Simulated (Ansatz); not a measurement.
Geometry optimisation, Ansatz, RKS PBE0-D4/def2-SVP.

Input:

```yaml
crystal:
  periodic: [false, false, false]
  atoms:
    - { symbol: Si, position_ang: [0.0, 0.0, 0.0] }
    - { symbol: H, position_ang: [0.0, 0.0, 1.46] }
    - { symbol: C, position_ang: [1.7634, 0.0, -0.6227] }
    - { symbol: H, position_ang: [2.1111, -1.0463, -0.7509] }
    - { symbol: H, position_ang: [1.8119, 0.5276, -1.5981] }
    - { symbol: H, position_ang: [2.4154, 0.5187, 0.1108] }
    - { symbol: C, position_ang: [-0.8808, 1.5259, -0.6227] }
    - { symbol: H, position_ang: [-1.9334, 1.2723, -0.8671] }
    - { symbol: H, position_ang: [-0.8624, 2.3106, 0.1622] }
    - { symbol: H, position_ang: [-0.3704, 1.9025, -1.5336] }
    - { symbol: C, position_ang: [-0.8808, -1.5259, -0.6227] }
    - { symbol: H, position_ang: [-1.3804, -2.0377, 0.2261] }
    - { symbol: H, position_ang: [-1.6409, -1.2332, -1.3768] }
    - { symbol: H, position_ang: [-0.1449, -2.2146, -1.0879] }
basis:
  gaussian: { orbitals: def2-SVP }
hamiltonian:
  xc: pbe0
  dispersion: d4
relax:
  f_tol: 0.02
  max_steps: 40
output:
  orbitals: {}
```

Command:

```bash
$ ansatz run input.yaml --threads 2 --pin off --max-ram 3072MiB --backend cpu --events-out ev --progress --plain --runs-dir out
```

Problem. Where does it end, and by what steps?

Solution. The run converged. The force dipped under the threshold on the way, but the program's further checks kept it going. After 8 steps the energy has fallen by 0.249 eV; H13 moved furthest, 0.91 Å.

```tsv
step	energy less start (eV)	largest force component (eV/Å)	accepted
0	0.0000	0.792	yes
1	-0.1121	0.322	yes
2	-0.1564	0.268	yes
3	-0.1972	0.082	yes
4	-0.2059	0.556	yes
5	-0.2430	0.016	yes
6	-0.2457	0.226	yes
7	-0.2483	0.117	yes
8	-0.2491	0.002	yes
```

```xyz
14
Properties=species:S:1:pos:R:3
Si 0.009 -0.051 -0.019
H 0.034 -0.207 1.474
C 1.782 0.047 -0.646
H 2.345 -0.864 -0.390
H 1.804 0.161 -1.741
H 2.313 0.905 -0.206
C -0.920 1.530 -0.445
H -1.957 1.493 -0.075
H -0.434 2.411 0.002
H -0.956 1.681 -1.536
C -0.865 -1.542 -0.767
H -1.899 -1.625 -0.395
H -0.907 -1.461 -1.865
H -0.341 -2.477 -0.517
```

Time of the run: 29 s on 2 threads of Intel(R) Xeon(R) Platinum 8259CL CPU @ 2.50GHz (Skylake/Cascade Lake), with other jobs on the host, peak memory 0.26 GiB.
